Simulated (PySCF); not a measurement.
bromine monochloride (BrCl), SMILES ClBr. Heavy atoms are numbered as in [Cl:1][Br:2].

Coordinates come from a B3LYP-D3(BJ)/def2-TZVP optimisation.

Level of theory: HF/pcSseg-2 run with PySCF.

GIAO shieldings, no solvent; atoms alike by connectivity are averaged. δ = σ(ref) − σ: ³⁵Cl against HCl (σ = 947.2 ppm), references at their B3LYP-D3(BJ)/def2-TZVP geometries, non-relativistic (without spin–orbit terms, shifts of atoms bonded to Cl or Br come out too high).

```csv
nucleus,atoms,count,δ (ppm)
³⁵Cl,Cl1,1,21.5
```
